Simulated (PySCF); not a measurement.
Compound: C₉H₁₃F₃.
Cartesian coordinates in Å at the PBE0-D3(BJ)/def2-SVP level; atoms count from 1:
```
atom  x, y, z in Å
F1     1.3355    1.6877    2.0169
C2     0.1748    1.8169    1.3276
F3     0.2140    3.0185    0.7014
C4     0.0220    0.7037    0.3135
C5     1.2101    0.6360   -0.6553
C6     1.1975   -0.8080   -1.1412
C7     0.8751   -1.6085    0.1239
C8    -0.0130   -0.6983    0.9986
C9    -1.4832   -1.0798    1.0151
F10   -2.0913   -0.4073    2.0677
C11   -2.0322   -0.5292   -0.2840
C12   -1.3491    0.8355   -0.4042
H13   -0.6543    1.8272    2.0562
H14    1.1381    1.3815   -1.4602
H15    2.1399    0.8369   -0.0995
H16    0.4119   -0.9451   -1.9027
H17    2.1452   -1.1150   -1.6081
H18    0.3982   -2.5778   -0.0925
H19    1.8057   -1.8338    0.6660
H20    0.3596   -0.6657    2.0323
H21   -1.6599   -2.1570    1.1697
H22   -3.1306   -0.4767   -0.2735
H23   -1.7407   -1.1992   -1.1080
H24   -1.9618    1.6021    0.0942
H25   -1.2302    1.1633   -1.4466
```

The closed-shell ground state was solved at several levels (PySCF, density fitting, gas phase, non-relativistic).

```tsv
level	basis functions	HOMO (eV)	LUMO (eV)	gap (eV)	dipole (D)
B3LYP/pcSseg-1	269	-8.68	0.83	9.51	2.98
B3LYP/def2-SVPD	353	-8.76	0.23	8.99	3.17
B3LYP/pcJ-1	454	-8.67	0.87	9.54	2.99
```

(1) What might PBE0/pcSseg-1 (269 basis functions) give for the same quantities?

(2) Over all these levels, which gives the widest orbital gap and which the narrowest?

(3) How much does the basis alone move the frontier levels among the 3 B3LYP rows?

(4) How far do the dipole and the HOMO energy spread over the levels?

Results:

(1) HOMO -8.90 eV, LUMO 1.14 eV, gap 10.04 eV, dipole 3.01 D.

(2) PBE0/pcSseg-1 (global hybrid, 25 % exact exchange) has the widest, 10.04 eV, and B3LYP/def2-SVPD (global hybrid, 20 % exact exchange) the narrowest, 8.99 eV. Functional and basis both differ between the two, so the spread mixes both effects.

(3) The HOMO by 0.09 eV and the LUMO by 0.64 eV. By rising basis size (HOMO, LUMO in eV): pcSseg-1 -8.68, 0.83; def2-SVPD -8.76, 0.23; pcJ-1 -8.67, 0.87.

(4) The dipole runs from 2.98 to 3.17 D (mean 3.04 D) and the HOMO from -8.90 to -8.67 eV.

One conformer stands for the species.
